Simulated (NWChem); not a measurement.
Species: CHCl, singlet; SMILES [CH]Cl

```xyz
3

C      0.1165     1.2094     0.0000
Cl     0.0155    -0.5148     0.0000
H     -0.9634     1.4952     0.0000
```
Atoms are numbered in this order, from 1.

Computed with NWChem. Low-valent species are run as closed-shell singlets; no triplet was tried in these runs. Structure relaxed at the B3LYP/6-31G* (spherical d) level. Ions are spin-unrestricted doublets at the neutral geometry; other ion states weren't tried. Functional: LC-ωPBE (HJS hole) with def2-SVP; rows give the range parameter ω in 1/bohr.

```json
[
 {"range parameter (1/bohr)": "0.10", "vertical ionisation energy, ΔSCF (eV)": "9.63", "−ε(HOMO) (eV)": "6.95", "ΔSCF minus −ε(HOMO) (eV)": "2.68"},
 {"range parameter (1/bohr)": "0.25", "vertical ionisation energy, ΔSCF (eV)": "9.83", "−ε(HOMO) (eV)": "8.74", "ΔSCF minus −ε(HOMO) (eV)": "1.09"},
 {"range parameter (1/bohr)": "0.50", "vertical ionisation energy, ΔSCF (eV)": "10.19", "−ε(HOMO) (eV)": "10.40", "ΔSCF minus −ε(HOMO) (eV)": "-0.21"},
 {"range parameter (1/bohr)": "0.60", "vertical ionisation energy, ΔSCF (eV)": "10.27", "−ε(HOMO) (eV)": "10.75", "ΔSCF minus −ε(HOMO) (eV)": "-0.48"},
 {"range parameter (1/bohr)": "0.80", "vertical ionisation energy, ΔSCF (eV)": "10.34", "−ε(HOMO) (eV)": "11.17", "ΔSCF minus −ε(HOMO) (eV)": "-0.83"}
]
```
